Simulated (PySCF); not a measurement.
Isomers of C6H11Cl, one GFN2-xTB conformer each. Single-point energies are computed at PBE0/pcSseg-1 (PySCF, gas phase, no added dispersion term), electronic only.

| SMILES | GFN2-xTB relative energy (kJ/mol) |
| --- | --- |
| CC(C)=C(C)CCl | 111.6 |
| ClC1CCCCC1 | 0.0 |
| C=CCCCCCl | 147.7 |

Conformers: `[CH3:1][C:2]([CH3:3])=[C:4]([CH3:5])[CH2:6][Cl:7]` with C2–C4–C6–Cl7 -86°; `[Cl:1][CH:2]1[CH2:3][CH2:4][CH2:5][CH2:6][CH2:7]1` with Cl1–C2–C3–C4 68°, C2–C3–C4–C5 56°, C3–C4–C5–C6 -58°, C4–C5–C6–C7 58°; `[CH2:1]=[CH:2][CH2:3][CH2:4][CH2:5][CH2:6][Cl:7]` with C1–C2–C3–C4 119°, C2–C3–C4–C5 -64°, C3–C4–C5–C6 178°, C4–C5–C6–Cl7 66°.

Question: What does PBE0/pcSseg-1 give for the same structures?

Answer: 
```json
{"SMILES": "ClC1CCCCC1", "PBE0/pcSseg-1 E (Eh)": "-694.99163", "PBE0/pcSseg-1 (kJ/mol)": "0.0", "GFN2-xTB (kJ/mol)": "0.0", "point group": "Cs"}
{"SMILES": "CC(C)=C(C)CCl", "PBE0/pcSseg-1 E (Eh)": "-694.95545", "PBE0/pcSseg-1 (kJ/mol)": "95.0", "GFN2-xTB (kJ/mol)": "111.6", "point group": "C1"}
{"SMILES": "C=CCCCCCl", "PBE0/pcSseg-1 E (Eh)": "-694.94938", "PBE0/pcSseg-1 (kJ/mol)": "110.9", "GFN2-xTB (kJ/mol)": "147.7", "point group": "C1"}
```

Both levels put the same isomer lowest; measured from each level's own lowest isomer, the values differ by up to 36.8 kJ/mol (C=CCCCCCl: 147.7 against 110.9). As drawn, the highest has a C=C bond outside aromatic rings, which the lowest lacks.

Question: Which frontier levels, dipoles and rotational constants go with these structures?

Answer: 
```csv
SMILES,"HOMO (eV, PBE0/pcSseg-1)",LUMO (eV),dipole (D),"A, B, C (MHz)"
ClC1CCCCC1,-8.13,1.13,2.10,"3241, 1807, 1553"
CC(C)=C(C)CCl,-6.71,-0.14,2.36,"3093, 1399, 1089"
C=CCCCCCl,-7.57,0.32,1.90,"6218, 782.0, 737.0"
```
